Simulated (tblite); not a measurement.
Compound: C₉H₇N.
Structure used (GFN2-xTB), in Å, numbered top down from 1:
```xyz
17
C9H7N angstrom
C      4.1302    0.9056   -0.1359
N      3.2189    0.1706   -0.1779
C      2.1937   -0.6978   -0.2306
C      0.8830   -0.3453   -0.1005
C     -0.0962   -1.4062   -0.1812
C     -1.4396   -1.3654   -0.0943
C     -2.3070   -0.2425    0.1063
C     -1.9689    1.0545    0.2603
C     -0.6589    1.6354    0.2614
C      0.5420    1.0453    0.1085
H      2.4887   -1.7272   -0.3882
H      0.3438   -2.3851   -0.3375
H     -1.9567   -2.3129   -0.1884
H     -3.3617   -0.4865    0.1350
H     -2.7755    1.7631    0.4024
H     -0.6501    2.7088    0.4066
H      1.4072    1.6976    0.1440
```

Structure optimised with GFN2-xTB, isolated species.

Take the most abundant isotopes and a rigid rotor. 

(1) What are A, B and C (GHz)?

(2) What kind of rotor is it?

(3) Is it planar, by Δ = Ic − Ia − Ib?

(4) Where do the levels up to J = 2 lie, in MHz?

Answers

(1) Ia = 151.48, Ib = 571.69, Ic = 723.17 u·Å²; 505379 MHz·u·Å²/I gives 3336, 884.0 and 698.8 MHz, that is A = 3.3363, B = 0.8840, C = 0.6988 GHz.

(2) An asymmetric top: κ = (2 × 884.0 − 3336 − 698.8)/(3336 − 698.8) = -0.86.

(3) Planar: Δ = Ic − Ia − Ib = 0.00 u·Å². For a rigid frame Δ = −2 Σ m c², so it vanishes when all atoms lie in the ab plane; here none is more than 0.01 Å from it.

(4) Above 0(0,0):
J = 1: 1(0,1) 1583, 1(1,1) 4035, 1(1,0) 4220
J = 2: 2(0,2) 4738, 2(1,2) 7016, 2(1,1) 7571, 2(2,1) 14928, 2(2,0) 14938

Its GFN2-xTB frequencies are all real (lowest 33 cm⁻¹). These are rigid-rotor constants of the computed structure; measured ground-state constants (B0) also hold zero-point vibration.
